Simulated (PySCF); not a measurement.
# Worked example for `C#CC/C([S-])=C/C` ([C6H7S]-): detachment energy to the radical

Energies: CAM-B3LYP-D3(BJ)/ma-def2-SVP (PySCF, density fitting, integration grid level 2) on PBE0-D3(BJ)/def2-SVP structures. Zero-point energies come from unscaled GFN2-xTB harmonic frequencies. These were taken at the GFN2-xTB minima.

| state | structure | E / Eh |
| --- | --- | --- |
| parent | parent | -630.599344 |
| radical | parent | -630.517126 |
| radical | radical | -630.520708 |
| parent | radical | -630.595708 |

Zero-point energy of the radical less that of the parent: 0.016 eV. 1 Eh = 27.2114 eV.

Q: Work out the vertical and adiabatic detachment energy.

A: Vertical: (-630.517126) − (-630.599344) = 0.082218 Eh = 2.24 eV. Adiabatic: 0.078636 Eh = 2.140 eV, and 2.16 eV with zero-point energy.

Q: And the inner reorganisation energy of self-exchange?

A: The radical relaxes by 97.5 meV and the parent by 99.0 meV, so λ = 196 meV.

Note: structures of the anions come from def2-SVP, which lacks diffuse functions; ma-def2-SVP is a small basis, whose errors can reach tens of kJ/mol.
